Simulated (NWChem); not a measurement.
SiH₃SeBr; SMILES [SiH3][Se]Br

```xyz
6

Se     0.8263    -0.6238     0.0000
Br    -0.2080     1.5055     0.0000
Si    -1.1565    -1.8031     0.0000
H     -0.7063    -3.2391     0.0000
H     -1.9595    -1.5007    -1.2311
H     -1.9595    -1.5007     1.2311
```
Atoms are numbered in this order, from 1.

Structure relaxed at the PBE-D3(BJ)/def2-SVP level.

Symmetry labels are those of Cs in the frame above (b1 and b2, or b-type labels, depend on it).

Task: List the 6 lowest vertical singlet excitations from LRC-wPBEh/6-31G* (spherical d), full TDDFT (NWChem).

Result: 
| state | energy (eV) | oscillator strength | symmetry | leading excitation (squared amplitude) |
|---|---|---|---|---|
| S1 | 2.60 | 0.000 | a" | HOMO → LUMO (1.00) |
| S2 | 3.93 | 0.003 | a' | HOMO−1 → LUMO (0.99) |
| S3 | 4.90 | 0.001 | a" | HOMO−2 → LUMO (0.95) |
| S4 | 5.35 | 0.004 | a" | HOMO → LUMO+1 (0.95) |
| S5 | 5.87 | 0.018 | a' | HOMO−3 → LUMO (0.67) |
| S6 | 7.02 | 0.059 | a' | HOMO−1 → LUMO+1 (0.88) |
